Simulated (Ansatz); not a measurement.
The first iterations of a band of B2H2O2 (6 atoms, charge 0, multiplicity 1).

Level of theory: RKS PBE0/def2-SVP (Ansatz).

```
movable images  : 5
climbing image  : yes
spring          : 5.0 eV/Å²
optimiser       : quadratic models (default)
start path      : through a guess of the saddle point
force threshold : 0.05 eV/Å
iteration limit : 6
end points      : relaxed
```

Initial state:

```xyz
6
Properties=species:S:1:pos:R:3
O -0.031 -0.811 -1.897
B -0.196 -0.361 -0.661
B 0.196 0.361 0.661
O 0.031 0.811 1.897
H 0.832 -0.607 -2.283
H -0.832 0.607 2.283
```

Final state:

```xyz
6
Properties=species:S:1:pos:R:3
O 0.393 -0.513 -1.616
B 0.609 0.057 -0.480
B 0.061 0.482 1.085
O 0.365 1.056 2.142
H -0.428 -0.961 -1.852
H -1.000 -0.121 0.722
```

| iteration | highest image above the first end (eV) | largest band force component (eV/Å) |
| --- | --- | --- |
| 1 | 8.299 | 50.573 |
| 2 | 5.491 | 33.224 |

Question: Does the band converge within its limit, and where does its top end?

Answer: The run ended unconverged. It ended after 6 iterations with the highest image 2.574 eV above the first end. The band didn't meet its force threshold, so its energies are provisional: the largest band force was still 18.28 eV/Å, and over the last iterations the top moved between 1.10 and 2.57 eV. The orbitals stay closed-shell, which can raise the energy where a bond breaks towards radicals; this wasn't checked here.

The run took 50 s on 1 thread of Arm Neoverse V1, with other jobs on the host, peak memory 0.23 GiB.
